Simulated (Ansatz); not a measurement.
A search over several starts for the lowest SCF solution of Li₆Cl₅ at the given spin, in a small basis.

```yaml
crystal:
  periodic: [false, false, false]
  atoms:
    - {symbol: Li, position_ang: [1.660968, 0.375553, -1.809768]}
    - {symbol: Li, position_ang: [0.611487, 1.268606, 2.501942]}
    - {symbol: Li, position_ang: [-0.558243, -1.414870, -1.965140]}
    - {symbol: Li, position_ang: [-0.893788, 1.125664, -0.215491]}
    - {symbol: Li, position_ang: [-1.574754, -0.495460, 2.349006]}
    - {symbol: Li, position_ang: [0.999075, -1.295371, 0.665648]}
    - {symbol: Cl, position_ang: [-0.486479, 0.823337, -2.540204]}
    - {symbol: Cl, position_ang: [-1.574964, 1.782879, 1.950733]}
    - {symbol: Cl, position_ang: [1.657390, -1.922064, -1.525306]}
    - {symbol: Cl, position_ang: [-1.422647, -1.336002, 0.189092]}
    - {symbol: Cl, position_ang: [1.581956, 1.087728, 0.399479]}
basis:
  gaussian: {orbitals: def2-SVP, initial_orbitals: start.molden}
magnetization: {spin_polarized: true, initial_magnetization: 1}
hamiltonian: {xc: pbe, dispersion: d4}
output: {orbitals: {seedname: orbitals}}
```

The file start.molden holds the orbitals of an earlier run on this structure, at another level or in another basis.

```sh
$ ansatz run in.yaml --threads 4 --pin off --events-out ev --progress --plain --max-ram 4787MiB
```

It prints (some lines left out):

```
Functional definition: PBE
1791 factors; their error is unknown
mean field evaluation 1: about -63790.2181 eV, gradient 6.9e1 eV
mean field evaluation 2: about -63801.7182 eV, gradient 1.6e1 eV
mean field evaluation 4: about -63809.3511 eV, gradient 7.5e-1 eV
mean field evaluation 8: about -63809.2137 eV, gradient 2.2e-4 eV
mean field evaluation 16: about -63809.3590 eV, gradient 1.1e-1 eV
mean field -63809.21373478 eV, -2344.9453533148 hartree, gradient 6.8e-6 eV, S^2 0.750418; 1 other end points of the search recorded, 0 dependent functions left out
reference -63809.21382257 eV, -2344.9453565410 hartree; 52, 51 occupied and 92, 93 virtual orbitals, 1791 factors
Total energy: -63809.55064478 eV, -2344.9577345289 hartree
```

Hardware: 4 threads of Arm Neoverse V2 on a shared host. Wall time 6.5 s.

Another isomer (doublet) lies 0.09 eV lower at PBE0-D4/def2-TZVP; other spin states weren't run for this one.
